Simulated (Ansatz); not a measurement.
Consider the ligand exchange at a Ge–Se bond: `B[Se][GeH2][NH2]` + NH₃ → `[NH2][GeH2][NH2]` + `B[SeH]`.

Computed with Ansatz on PBE0-D4/def2-TZVP structures; ΔE is electronic, products minus reactants. CCSD(T)/CBS adds triple-zeta CCSD(T) − MP2 to the extrapolated MP2 energy (def2 sets, frozen cores). This one scheme is used for every species. DFT in def2-TZVPP. For Ge, Se outer-core shells are correlated without core-valence functions, which leaves a few kJ/mol of doubt a bond. Scalar relativity is left out up to krypton. Each species was taken in one conformer, which may not be the lowest.

`B[Se][GeH2][NH2]`:

Z-matrix (Å, degrees):
```
Ge
Se 1 2.400
N 1 1.825 2 115.6
H 1 1.534 2 106.5 3 -119.9
H 1 1.534 2 106.5 3 119.9
B 2 1.898 1 101.1 3 0.9
H 3 1.011 1 114.4 2 -63.1
H 3 1.011 1 114.4 2 62.8
H 6 1.192 2 121.9 1 -0.1
H 6 1.192 2 116.1 1 180.0
```

NH₃:

Z-matrix (Å, degrees):
```
N
H 1 1.013
H 1 1.013 2 107.1
H 1 1.013 2 107.1 3 -114.5
```

`[NH2][GeH2][NH2]`:

```xyz
9

N     1.300   -0.389    0.728
Ge   -0.452    0.011    0.375
N    -0.463    0.368   -1.422
H     1.642   -1.218    0.262
H     1.543   -0.433    1.707
H    -0.796    1.185    1.321
H    -1.480   -1.129    0.565
H    -1.378    0.429   -1.844
H     0.083    1.175   -1.692
```

`B[SeH]`:

Z-matrix (Å, degrees):
```
B
Se 1 1.899
H 1 1.189 2 121.0
H 1 1.191 2 115.7 3 180.0
H 2 1.470 1 97.7 3 0.0
```

```csv
species,r2SCAN energy (Eh)
`B[Se][GeH2][NH2]`,-4561.77357
NH₃,-56.54856
`[NH2][GeH2][NH2]`,-2190.11647
`B[SeH]`,-2428.18466
```

(1) Work out ΔE.

Largest T1 diagnostic among the species: 0.013.

Results:

(1) ΔE = (-2190.11647) + (-2428.18466) − (-4561.77357) − (-56.54856) = 0.02100 Eh = +13.2 kcal/mol. CCSD(T)/CBS gives +12.5 kcal/mol.

In def2-TZVPP, CCSD(T) changes the Hartree–Fock value by +2.4 kcal/mol (the triples alone add +0.7 kcal/mol) and MP2 by +3.3 kcal/mol. At CCSD(T), def2-SVP lies −1.5 kcal/mol from the extrapolated value and def2-TZVPP −0.6 kcal/mol. From BLYP to BHLYP (50 % exact exchange), in def2-TZVPP and without D4, ΔE moves by −1.1 kcal/mol.
